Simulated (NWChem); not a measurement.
# How basis sets differ on BrCl (bromine chloride)

BrCl: 2 atoms, total charge 0, spin state singlet. As SMILES, `ClBr`. Geometry: the measured bond length.

```xyz
2

Cl    0.0000    0.0000    0.0000
Br    0.0000    0.0000    2.1361
```

Quantity: the vertical ionisation energy (to the doublet cation), in eV. The values are calculated.

```json
{"level": "r2SCAN/def2-SVPD", "kind": "meta-GGA", "program": "NWChem", "value (eV)": "11.06", "CPU time (all runs)": "29 s"}
{"level": "r2SCAN/def2-TZVP", "kind": "meta-GGA", "program": "NWChem", "value (eV)": "10.88", "CPU time (all runs)": "66 s"}
{"level": "r2SCAN/def2-SVP", "kind": "meta-GGA", "program": "NWChem", "value (eV)": "10.98", "CPU time (all runs)": "20 s"}
{"level": "r2SCAN/def2-TZVPD", "kind": "meta-GGA", "program": "NWChem", "value (eV)": "10.89", "CPU time (all runs)": "95 s"}
```

All-electron rows without a relativistic Hamiltonian named are non-relativistic. Spin-orbit coupling, which can split open shells on such heavy atoms by tenths of an eV, is left out. The values span 10.88 to 11.06 eV. CPU times are rough (shared hosts, several kinds of processor): they show what a rung costs within a factor of a few.
